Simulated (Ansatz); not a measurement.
Computed with Ansatz on PBE0-D4/def2-TZVP structures; ΔE is electronic, products minus reactants. CCSD(T)/CBS is the MP2 limit (def2-TZVPP, def2-QZVPP) plus CCSD(T) − MP2 in def2-TZVPP, frozen cores. This one scheme is used for every species. Functionals use def2-TZVPP. HSE06 is defined as in plane-wave codes. For Ge outer-core shells are correlated without core-valence functions, which leaves a few kJ/mol of doubt a bond. Scalar relativity is left out up to krypton. One conformer a species, not always the lowest.

Consider the hydrogenolysis of a Ge–O bond: `C[Si](C)(C)[O][Ge]([CH3])([CH3])[Cl]` + H₂ → `[CH3][GeH]([CH3])[Cl]` + `C[Si](C)(C)O`.

`C[Si](C)(C)[O][Ge]([CH3])([CH3])[Cl]`:

Z-matrix (Å, degrees):
```
C
Si 1 1.864
H 1 1.093 2 110.7
H 1 1.093 2 110.9 3 -119.7
H 1 1.093 2 111.2 3 120.1
C 2 1.868 1 110.7 3 -58.9
C 2 1.871 1 110.3 3 179.5
O 2 1.651 1 106.6 3 61.4
H 6 1.093 2 111.1 1 59.8
H 6 1.094 2 111.8 1 179.8
H 6 1.094 2 110.5 1 -60.3
H 7 1.094 2 111.0 1 60.0
H 7 1.093 2 110.9 1 -59.9
H 7 1.094 2 111.4 1 179.8
Ge 8 1.758 2 137.4 1 -160.5
C 15 1.931 8 106.9 2 -175.1
Cl 15 2.173 8 107.1 2 69.7
C 15 1.938 8 110.6 2 -46.3
H 16 1.091 15 109.7 8 64.3
H 16 1.090 15 110.4 8 -175.1
H 16 1.090 15 109.0 8 -55.1
H 18 1.090 15 109.7 8 60.5
H 18 1.091 15 110.0 8 -179.9
H 18 1.091 15 109.9 8 -59.6
```

H₂:

Z-matrix (Å, degrees):
```
H
H 1 0.746
```

`[CH3][GeH]([CH3])[Cl]`:

Cartesian coordinates in Å:
```
C -1.146 -0.260 -1.183
Ge 0.477 0.381 -0.329
C 0.728 -0.316 1.466
Cl 0.274 2.536 -0.140
H -2.009 -0.022 -0.560
H -1.095 -1.342 -1.319
H -1.271 0.213 -2.156
H 1.719 0.162 -1.213
H -0.143 -0.080 2.079
H 0.854 -1.400 1.433
H 1.612 0.129 1.922
```

`C[Si](C)(C)O`:

```xyz
15

C     1.272   -0.808   -0.932
Si   -0.073   -0.197    0.215
C     0.395    1.489    0.875
C    -1.717   -0.138   -0.657
O    -0.294   -1.265    1.466
H     2.236   -0.873   -0.420
H     1.398   -0.132   -1.783
H     1.032   -1.800   -1.323
H     1.347    1.458    1.414
H    -0.367    1.867    1.561
H     0.504    2.212    0.061
H    -1.685    0.546   -1.510
H    -2.504    0.202    0.020
H    -1.996   -1.128   -1.027
H     0.453   -1.433    2.040
```

| level | ΔE (kJ/mol) |
| --- | --- |
| r2SCAN-D4 | 48.3 |
| r2SCAN0-D4 | 45.4 |
| B2PLYP | 39.0 |
| revPBE | 19.0 |
| HSE06 | 25.4 |
| HF/def2-TZVPP | 27.7 |
| MP2/def2-TZVPP | 57.1 |
| CCSD(T)/def2-TZVPP | 51.1 |

Question: What does CCSD(T)/CBS give? (Best estimate.)

Answer: Computed: +49.2 kJ/mol. The listed levels differ from it by -0.9, -3.8, -10.2, -30.2, -23.8, -21.5, 7.9, 1.9 kJ/mol.

Largest T1 diagnostic among the species: 0.010.

From r2SCAN to r2SCAN0 (25 % exact exchange), in def2-TZVPP and without D4, ΔE moves by −4.0 kJ/mol. The D4 term adds +25.5 kJ/mol with B3LYP and +15.7 kJ/mol with PBE0; it sums over pairs of atoms, weighted by their polarisabilities, and B3LYP, whose exchange is more repulsive, gets the larger term. Leaving LDA and LC-ωPBE aside and taking each functional with its dispersion term where it has one, the values, not all of them listed here, spread over 14.9 kJ/mol, from B2PLYP to BLYP-D4. LDA lies +8.7 kJ/mol from PBE without D4.

B3LYP here is the variant with VWN-RPA as its local correlation; programs differ in this.
